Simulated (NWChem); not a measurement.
System: CH7NOSi; SMILES C[Si@H](N)O

Parts of the log:

```
             Northwest Computational Chemistry Package (NWChem) 7.3.0
             --------------------------------------------------------

                             Geometry "geometry" -> ""
                             -------------------------

 Output coordinates in angstroms (scale by  1.889725989 to convert to a.u.)

  No.       Tag          Charge          X              Y              Z
 ---- ---------------- ---------- -------------- -------------- --------------
    1 C                    6.0000    -0.34009700     1.69695500    -0.18396300
    2 Si                  14.0000    -0.09039500    -0.07906700     0.34994800
    3 N                    7.0000     1.48772700    -0.54206900    -0.18599700
    4 O                    8.0000    -1.22290600    -1.12650500    -0.28878300
    5 H                    1.0000    -0.17209300     1.82198400    -1.26571400
    6 H                    1.0000     0.34770300     2.37410800     0.34802400
    7 H                    1.0000    -1.36778800     2.02242400     0.03939500
    8 H                    1.0000    -0.32503900    -0.20899800     1.81826200
    9 H                    1.0000     1.91281400    -1.40911400     0.12286300
   10 H                    1.0000     2.19295400     0.16466900    -0.35880200
   11 H                    1.0000    -1.09940300    -1.32322800    -1.22255200

 Effective nuclear repulsion energy (a.u.)     181.5671090749

                              NWChem Property Module
                              ----------------------

  itol2e modified to match energy
  convergence criterion.

                                 NWChem DFT Module
                                 -----------------

 Summary of "ao basis" -> "ao basis" (spherical)
 ------------------------------------------------------------------------------
       Tag                 Description            Shells   Functions and Types
 ---------------- ------------------------------  ------  ---------------------
 C                          6-311g**                 8       18   4s3p1d
 Si                         6-311g**                12       26   6s5p1d
 N                          6-311g**                 8       18   4s3p1d
 O                          6-311g**                 8       18   4s3p1d
 H                          6-311g**                 4        6   3s1p

  itol2e modified to match energy
  convergence criterion.

[...]

          -----------------------------------------
          Chemical Shielding Tensors (GIAO, in ppm)
          -----------------------------------------

                                NWChem CPHF Module
                                ------------------

  scftype          =     RHF
  nclosed          =       21
  nopen            =        0
  variables        =     2121
  # of vectors     =        3
  tolerance        = 0.10D-03
  level shift      = 0.00D+00
  max iterations   =       50
  max subspace     =       30

 SCF residual:    1.0220029097926138E-005

Iterative solution of linear equations
  No. of variables     2121
  No. of equations        3
  Maximum subspace       30
        Iterations       50
       Convergence  1.0D-04

   iter   nsub   residual    time
   ----  ------  --------  ---------
     1      3    2.41D-01      65.7
     2      6    7.71D-03      72.8
     3      9    5.38D-04      79.8
     4     12    3.25D-05      86.8

      Atom:    1  C
        Diamagnetic
    249.3702     -1.5095      0.5519
     -1.5095    257.6366     -1.7474
      0.5519     -1.7474    249.1554

        Paramagnetic
    -68.4347      0.8985      0.9458
      0.8985    -66.4642     -3.3283
      0.9458     -3.3283    -71.8799

        Total Shielding Tensor
    180.9355     -0.6110      1.4977
     -0.6110    191.1724     -5.0757
      1.4977     -5.0757    177.2755

           isotropic =     183.1278
          anisotropy =      14.6894

          Principal Components and Axis System
                 1           2           3
              192.9207    181.1191    175.3435

      1        -0.0875      0.9721     -0.2178
      2         0.9451      0.1502      0.2904
      3        -0.3150      0.1804      0.9318

      Atom:    2  Si
        Diamagnetic
    881.8386      0.7112     -0.0677
      0.7112    882.0717      0.2886
     -0.0677      0.2886    875.6432

        Paramagnetic
   -519.5493      2.5351     25.2613
      2.5351   -512.6923      5.1822
     25.2613      5.1822   -545.0015

        Total Shielding Tensor
    362.2893      3.2463     25.1936
      3.2463    369.3794      5.4708
     25.1936      5.4708    330.6417

           isotropic =     354.1035
          anisotropy =      37.7989

          Principal Components and Axis System
                 1           2           3
              379.3027    366.4908    316.5170

      1         0.7504     -0.4566     -0.4779
      2         0.4900      0.8695     -0.0613
      3         0.4436     -0.1882      0.8762

      Atom:    3  N
        Diamagnetic
    332.4311     -4.0590     -6.9317
     -4.0590    324.1862     -3.9392
     -6.9317     -3.9392    303.7509

        Paramagnetic
    -71.3136     -7.8291      0.4902
     -7.8291    -85.8751     13.6188
      0.4902     13.6188    -98.6271

        Total Shielding Tensor
    261.1175    -11.8881     -6.4414
    -11.8881    238.3111      9.6796
     -6.4414      9.6796    205.1238

           isotropic =     234.8508
          anisotropy =      49.3130

          Principal Components and Axis System
                 1           2           3
              267.7262    234.4981    202.3282

      1         0.8968      0.4387      0.0573
      2        -0.4139      0.8777     -0.2417
      3        -0.1563      0.1930      0.9687

      Atom:    4  O
        Diamagnetic
    387.6925     11.6288      5.5796
     11.6288    386.6867     11.8188
      5.5796     11.8188    396.6795

        Paramagnetic
    -88.6057     -3.7151    -10.3235
     -3.7151   -131.0211     13.1349
    -10.3235     13.1349   -117.0957

[...]
```

Level: B3LYP/6-311G** (spherical d), GIAO. Geometry: optimised at PBE0/def2-SVP. B3LYP is NWChem's, with the RPA form of VWN correlation. The printed shielding anisotropy is the first printed principal value minus the mean of the other two.

Q: Reconstruct the input file.

A: One answer among several that fit: the input that was run:
```
start job
memory heap 200 mb stack 900 mb global 1100 mb
geometry units angstroms noautosym nocenter noautoz
  C     -0.340097     1.696955    -0.183963
  Si    -0.090395    -0.079067     0.349948
  N      1.487727    -0.542069    -0.185997
  O     -1.222906    -1.126505    -0.288783
  H     -0.172093     1.821984    -1.265714
  H      0.347703     2.374108     0.348024
  H     -1.367788     2.022424     0.039395
  H     -0.325039    -0.208998     1.818262
  H      1.912814    -1.409114     0.122863
  H      2.192954     0.164669    -0.358802
  H     -1.099403    -1.323228    -1.222552
end
basis spherical
  C library 6-311g**
  Si library 6-311g**
  N library 6-311g**
  O library 6-311g**
  H library 6-311g**
end
dft
  xc b3lyp
  iterations 150
end
property
  shielding
end
task dft property
```
